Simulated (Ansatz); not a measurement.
A nudged elastic band was laid between two geometries of C₂H₇BSi (11 atoms, charge 0, multiplicity 1).

Computed with RKS PBE/def2-SVP (Ansatz).

```
movable images  : 9
climbing image  : yes
spring          : 5.0 eV/Å²
optimiser       : quadratic models (default)
start path      : IDPP
force threshold : 0.05 eV/Å
iteration limit : 60
end points      : relaxed
```

First end point:

```xyz
11
Properties=species:S:1:pos:R:3
C 0.186 2.294 -0.212
C 0.188 1.046 0.326
B -0.152 -0.195 -0.533
Si -0.142 -2.075 0.226
H 0.429 3.201 0.371
H -0.064 2.448 -1.277
H 0.447 0.961 1.399
H -0.433 0.002 -1.705
H 1.211 -2.394 0.825
H -0.469 -3.164 -0.762
H -1.135 -2.180 1.363
```

Last end point:

```xyz
11
Properties=species:S:1:pos:R:3
C 0.047 2.328 -0.091
C 0.039 1.070 0.428
B -0.043 -0.172 -0.489
Si -0.025 -2.094 0.143
H 0.112 3.236 0.536
H -0.009 2.488 -1.182
H 0.099 0.977 1.528
H -0.114 0.026 -1.694
H -1.231 -2.839 -0.383
H 0.003 -2.272 1.642
H 1.187 -2.804 -0.419
```

Q: Which bonds break or form, and what moves?

A: No bond is made or broken. The dihedral H8–B3–Si4–H10 goes from 1 to -177°.

Q: Give the energies along the band, and the barrier.

A: It converged. The highest image is number 0 of 0 to 10, 0.000 eV above the first end and 0.017 eV above the last; the last end lies 0.017 eV below the first. The highest image is an end point: on this band no image between the ends rises above it. Between wells the path still climbs a hump at image 7, 0.02 eV above the well before it.

```
image  path coordinate (Å)  energy (eV)  dihedral H8–B3–Si4–H10 (°)
    0                 0.00        0.000                           1
    1                 0.59       -0.004                         -16
    2                 1.17       -0.011                         -34
    3                 1.76       -0.017                         -51
    4                 2.34       -0.016                         -69
    5                 2.93       -0.010                         -87
    6                 3.51       -0.002                        -106
    7                 4.10        0.000                        -126
    8                 4.67       -0.006                        -145
    9                 5.25       -0.014                        -162
   10                 5.83       -0.017                        -177
```

Time of the run: 3 min on 2 threads of AMD EPYC (Zen 3) (shared host), peak memory 0.13 GiB.
